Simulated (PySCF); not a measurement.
# Polarisability and C₆ of Pb²⁺ (lead, charge +2)

[Xe] 4f14 5d10 6s2, closed-shell 1S. Computed with PySCF 2.14 in aug-cc-pwCVTZ-DK3 with one added diffuse shell each of s, d, f type (12s10p9d6f1g, 138 functions), with the spin-free X2C one-electron Hamiltonian (Gaussian nucleus). Coupled (time-dependent) response in atomic units; α is the mean over directions.

```json
{"method": "r2SCANh", "mean α (bohr³)": "14.05", "C₆ (like pair)": "99.51", "S(−4)": "52.66"}
```

S(−4) is the Cauchy moment in α(ω) = α(0) + S(−4) ω² + …

α(iu) at r2SCANh:

```json
{"u (hartree)": "0", "α(iu) (bohr³)": "14.05"}
{"u (hartree)": "0.0500", "α(iu) (bohr³)": "13.92"}
{"u (hartree)": "0.100", "α(iu) (bohr³)": "13.54"}
{"u (hartree)": "0.200", "α(iu) (bohr³)": "12.30"}
{"u (hartree)": "0.300", "α(iu) (bohr³)": "10.80"}
{"u (hartree)": "0.500", "α(iu) (bohr³)": "8.171"}
{"u (hartree)": "0.750", "α(iu) (bohr³)": "6.033"}
{"u (hartree)": "1.00", "α(iu) (bohr³)": "4.711"}
{"u (hartree)": "1.50", "α(iu) (bohr³)": "3.187"}
{"u (hartree)": "2.00", "α(iu) (bohr³)": "2.326"}
{"u (hartree)": "3.00", "α(iu) (bohr³)": "1.397"}
{"u (hartree)": "5.00", "α(iu) (bohr³)": "0.6549"}
```

For an ion, C₆ is the dispersion term alone; charge-induced terms of lower order in 1/R come first.

Spin-orbit coupling, which splits the p, d and f shells strongly at this Z, is absent.
